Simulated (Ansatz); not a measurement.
Ansatz results at the PBE0-D4/def2-TZVP geometry: LUMO energy (ωB97M-V/def2-TZVPP) 1.81 eV; HOMO energy (PBE0/def2-TZVPP) -7.76 eV; HOMO energy (PBE/def2-TZVPP) -6.42 eV.

Each molecule was computed in one conformer, which needn't be the lowest.

(1) Which molecule gave them?
A. `F[SiH2]C[SiH3]`
B. `CN([SiH2]O)[SiH2]F`
C. `C[SiH](C)[SiH2]Cl`
D. `N[SiH2][S][GeH2][NH2]`

Results:

(1) B. The others give `F[SiH2]C[SiH3]`: 1.85, -8.90, -7.60; `N[SiH2][S][GeH2][NH2]`: 1.55, -7.13, -5.87; `C[SiH](C)[SiH2]Cl`: 1.40, -7.69, -6.53.
